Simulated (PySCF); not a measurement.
C2H5ClGeO, SMILES [Cl][GeH]1[CH2]O[CH2]1.

Geometry optimised at B3LYP-D3(BJ)/def2-SVP. This is a generated structure with no PubChem entry under its InChIKey; it may be hypothetical.

Two levels are set side by side: PBE/def2-TZVP (PySCF) and HF/def2-TZVP (PySCF). Same geometry, gas phase. Differences are taken from unrounded values.

| quantity | HF | PBE | PBE minus HF |
|---|---|---|---|
| orbital gap (eV) | 14.14 | 4.92 | -9.21 |
| highest occupied level (eV) | -10.99 | -6.07 | 4.92 |
| lowest empty level (eV) | 3.15 | -1.15 | -4.30 |
| dipole moment (D) | 1.23 | 1.13 | -0.10 |
| mean polarisability (bohr³) | 63.9 | 70.7 | 6.9 |

PBE's occupied levels lie high since its potential decays too fast outside the molecule; exact exchange lowers them and widens the gap. PBE's more diffuse valence density responds more strongly to a field. Differences between two approximate levels are no errors against the true value.

Rough cost on one machine, each run with all the roots and properties that it gave: HF against PBE about 1/3.
